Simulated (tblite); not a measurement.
Species: C5H3ClOP2.
Z-matrix (Å and degrees, GFN2-xTB geometry), rows numbered from 1:
```
O 
C   1  1.2084
C   2  1.4571  1  122.21
C   3  1.3912  2  120.51  1   179.90
C   4  1.3749  3  126.62  2   179.98
P   5  1.7398  4  128.52  3     0.00
C   6  1.7420  5  101.58  4     0.02
Cl  7  1.7459  6  113.21  5   179.98
P   7  1.7429  6  133.91  5    -0.02
H   2  1.1059  1  121.58  3   179.98
H   4  1.0855  3  115.98  2    -0.02
H   5  1.0834  4  117.29  3   180.00
```

Computed with GFN2-xTB (tblite): harmonic, unscaled wavenumbers at the GFN2-xTB geometry, gas phase. This tight-binding method is rough: wavenumbers can miss measured ones by several per cent, in bad cases by 10 to 20. One conformer, not necessarily the lowest.

Harmonic wavenumbers (cm⁻¹): 75.1, 93.2, 137.3, 160.1, 214.7, 283.9, 292.3, 317.2, 367.1, 477.5, 513.2, 563.2, 682.3, 703.9, 771.5, 817.2, 833.7, 895.6, 926.5, 1006.5, 1147.8, 1206.1, 1279.8, 1358.2, 1407.4, 1480.9, 1706.9, 2778.1, 3012.4, 3043.5.

A = 1676, B = 791.5, C = 537.6 MHz; mass 175.935 u (most abundant isotopes); point group Cs, symmetry number 1.

Zero-point energy?

½Σν̃ = 14277 cm⁻¹ = 40.82 kcal/mol.

Give the ideal-gas entropy at 298.15 K and 1 bar in the rigid-rotor, harmonic-oscillator model (classical rotation).

Translation 41.43, rotation 30.49, vibration 24.02: S = 95.9 cal/(mol K).

And Cp and H(298.15 K) − H(0)?

Cp = 33.59 cal/(mol K), of which vibrations give 25.64 (their classical limit is 30 R = 59.6); H(298.15 K) − H(0) = 6.31 kcal/mol without the zero-point energy, 3.94 from vibrations.

How do the functions run with temperature in this model?

```json
{"T (K)": "50", "S (cal/(mol K))": "59.4", "Cp (cal/(mol K))": "11.7", "H − H(0) (kcal/mol)": "0.46", "G − H(0) (kcal/mol)": "-2.51", "ln q(vib)": "0.23"}
{"T (K)": "100", "S (cal/(mol K))": "69.3", "Cp (cal/(mol K))": "17.2", "H − H(0) (kcal/mol)": "1.19", "G − H(0) (kcal/mol)": "-5.74", "ln q(vib)": "1.07"}
{"T (K)": "373.15", "S (cal/(mol K))": "104.0", "Cp (cal/(mol K))": "38.4", "H − H(0) (kcal/mol)": "9.02", "G − H(0) (kcal/mol)": "-29.79", "ln q(vib)": "7.09"}
{"T (K)": "500", "S (cal/(mol K))": "116.2", "Cp (cal/(mol K))": "44.8", "H − H(0) (kcal/mol)": "14.32", "G − H(0) (kcal/mol)": "-43.78", "ln q(vib)": "9.80"}
{"T (K)": "750", "S (cal/(mol K))": "136.0", "Cp (cal/(mol K))": "52.7", "H − H(0) (kcal/mol)": "26.60", "G − H(0) (kcal/mol)": "-75.40", "ln q(vib)": "14.71"}
{"T (K)": "1000", "S (cal/(mol K))": "151.8", "Cp (cal/(mol K))": "57.2", "H − H(0) (kcal/mol)": "40.39", "G − H(0) (kcal/mol)": "-111.45", "ln q(vib)": "19.05"}
```

q(vib) and H(0) count from the zero-point level.

What must be added to the electronic energy to get the Gibbs energy at 298.15 K and 1 bar?

ZPE + [H(298.15 K) − H(0)] − T·S = 40.82 + 6.31 − 28.60 = 18.53 kcal/mol.

Hindered rotation and anharmonicity are outside this model. Other conformers, if any are populated, would add a mixing term that is left out.
